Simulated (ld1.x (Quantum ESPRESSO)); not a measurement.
**What one change does to a pseudopotential (titanium, TM)**

```
Element                 : titanium
Generator               : ld1.x (Quantum ESPRESSO) 7.5
Type                    : norm-conserving Troullier–Martins (Kleinman–Bylander form)
Functional              : LDA (PZ)
Relativity              : scalar-relativistic
Frozen core             : [Ne]
Valence charge          : 12
Reference configuration : 3s2 3p6 3d1 4s0 4p0 (charge +3)
Partial waves           : 3s (bound): rc 1.60 bohr; 3p (bound): rc 1.65 bohr; 3d (bound): rc 2.20 bohr
Local potential         : the d channel
Core correction         : none
```

Change: all radii scaled by about 1.23 (s 1.96, p 2.02, d 2.70 bohr).

Cutoffs: the cutoffs (Ry, on a coarse ladder) from which the occupation-weighted sum of valence levels, in a spherical-Bessel basis at the reference potential, stays within 10 and 1 mRy of its value at 400 Ry; they do not see the model core or the augmentation charge, which bear on the density cutoff. Errors are all-electron minus pseudo energies relative to the spin-unpolarised reference configuration.

Question: How do hardness, ghosts and transferability respond?

Answer: The potential gets softer (50 Ry and 80 Ry → 40 Ry and 70 Ry); of the 9 tests that both files solve, the error grows in 9 and shrinks in 0 by more than 15 % and 0.3 meV (median size 187.0 → 1125.6 meV); neither file shows a bound ghost at the reference potential, the only one tested. A larger radius leaves more room for a smooth pseudo-wave, so fewer plane waves are needed. More of the atom is replaced by a form fitted at one configuration, so other configurations suffer.

| quantity | base | changed |
| --- | --- | --- |
| cutoff, loose | 50 Ry | 40 Ry |
| cutoff, tight | 80 Ry | 70 Ry |
| loose cutoff by channel (10 mRy a level) | s 30 Ry, p 35 Ry, d 45 Ry | s 15 Ry, p 30 Ry, d 35 Ry |
| bound ghosts | none | none |
| error for 3s2 3p6 3d2 4s2 4p0, meV [ΔE -48.53 eV] | +149 | +1126 |
| error for 3s2 3p6 3d2 4s1 4p0, meV [ΔE -40.99 eV] | +212 | +1164 |
| error for 3s2 3p6 3d2 4s0 4p0, meV [ΔE -27.19 eV] | +89 | +237 |
| error for 3s2 3p6 3d2 4s1.5 4p0, meV [ΔE -45.51 eV] | +187 | +1188 |
| error for 3s2 3p5 3d2 4s2 4p0, meV [ΔE -3.02 eV] | +1296 | +4423 |
| error for 3s2 3p6 3d3 4s0 4p0, meV [ΔE -40.97 eV] | +73 | +316 |
| error for 3s2 3p6 3d2 4s0 4p2, meV [ΔE -42.09 eV] | -414 | -900 |
| error for 3s2 3p6 3d1 4s0 4p0 (spin-polarised), meV [ΔE -0.24 eV] | +28 | +34 |
| error for 3s2 3p6 3d2 4s2 4p0 (spin-polarised), meV [ΔE -49.20 eV] | +218 | +1190 |

Changed file: These tests converged, but a pseudo level misses the all-electron one widely, so the file describes the atom poorly there or has found another state: 3s2 3p6 3d2 4s2 4p0: 3d by 1.3 eV; 3s2 3p6 3d2 4s0 4p0: empty 4s by 2.1 eV; 3s2 3p5 3d2 4s2 4p0: 3p by 4.5 eV.
